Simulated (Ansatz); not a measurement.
`C=C(F)N[SiH3]`, 11 atoms. Charge 0, multiplicity 1. All runs use 4 threads of a server CPU on a shared host. Correlated methods freeze the cores.

Q: How many basis functions does each run have, and how long does it take in Ansatz? RKS PBE0-D4/def2-TZVP relaxation (8 steps); RKS PBE0-D4/def2-SVP energy; RKS PBE0-D4/def2-TZVP frequencies; RHF-CCSD(T)/def2-SVP energy; RKS LC-ωPBE/def2-TZVPP energy; RKS ωB97M-V/def2-TZVPP energy and forces; RKS ωB97M-V/def2-QZVPP energy; RKS ωB97M-V/def2-SVP energy; RHF-CCSD(T)/def2-TZVPP energy; direct RPA on PBE orbitals/def2-TZVPP energy; RHF-MP2/def2-QZVPP energy; RKS PBE0-D4/def2-QZVPP energy. (Estimate.)

A: The calculation gave: Other jobs shared the machine, so times are rough.

| level | job | functions | wall time | peak host memory (GiB) |
| --- | --- | --- | --- | --- |
| RKS PBE0-D4/def2-SVP | energy | 104 | 1.1 s | 0.23 |
| RKS LC-ωPBE/def2-TZVPP | energy | 250 | 2.9 s | 0.44 |
| RKS ωB97M-V/def2-SVP | energy | 104 | 3.5 s | 0.32 |
| RHF-CCSD(T)/def2-SVP | energy | 104 | 4.8 s | 0.49 |
| direct RPA on PBE orbitals/def2-TZVPP | energy | 250 | 7 s | 0.62 |
| RKS ωB97M-V/def2-TZVPP | energy and forces | 250 | 8 s | 0.87 |
| RKS PBE0-D4/def2-QZVPP | energy | 478 | 9.5 s | 1.6 |
| RKS ωB97M-V/def2-QZVPP | energy | 478 | 18 s | 1.9 |
| RHF-MP2/def2-QZVPP | energy | 478 | 24 s | 2.9 |
| RKS PBE0-D4/def2-TZVP | relaxation (8 steps) | 197 | 33 s | 0.49 |
| RHF-CCSD(T)/def2-TZVPP | energy | 250 | 110 s | 5.5 |
| RKS PBE0-D4/def2-TZVP | frequencies | 197 | 2.8 min | 0.51 |

LC-ωPBE has ω = 0.4 bohr⁻¹.
